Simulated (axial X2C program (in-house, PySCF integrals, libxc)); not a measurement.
**Worked dissociation energy of BBr⁻: CCSD, scalar-relativistic**

Computed with an axial X2C code built on PySCF integrals. Spin-free means the one-electron spin-free X2C Hamiltonian. Basis: Br dyall-acv3z [9s10p7d5f1g], B dyall-av3z [8s7p3d2f] (cores contracted in-house); Gaussian nuclei, density fitting, unrestricted open shells. Masses: Br 78.918 u, B 11.009 u.

Molecular state: M_S = 1/2, Λ = 1 (beyond evenly filled blocks: π+α).

Correlated methods: 11 electrons correlated (number of frozen shells: Br 3 s, 2 p, 1 d; B 1 s), 253 virtual spin orbitals or spinors in MP2, 90 natural virtuals in coupled cluster.

* E(Br-) (2M_S = 0, M_L = 0): -2604.782147 hartree
* E(B) (2M_S = 1, M_L = 0): -24.605578 hartree
* E(BBr⁻) at Re: -2629.428970 hartree
* ωe: 373.1 cm⁻¹
* ωexe: 5.18 cm⁻¹

(1) Work out De and D0.

The state is one determinant whose occupation by symmetry is held fixed; it was picked as the lowest of a PBE0 search that is not exhaustive. Dissociation energies refer to the lowest single-determinant-based atoms at the same level and basis. CCSD ran in a truncated set of natural virtual spinors with an MP2 remainder; without triples it tends to underbind.

Each atomic determinant is the lowest at this level and need not be a pure term. Totals compare only within one Hamiltonian and basis.

## Answers

(1) De = -2604.782147 + (-24.605578) − (-2629.428970) = 0.04124 hartree = 1.122 eV. The zero-point energy is ωe/2 − ωexe/4 = 185 cm⁻¹ = 0.023 eV, so D0 = 1.099 eV.
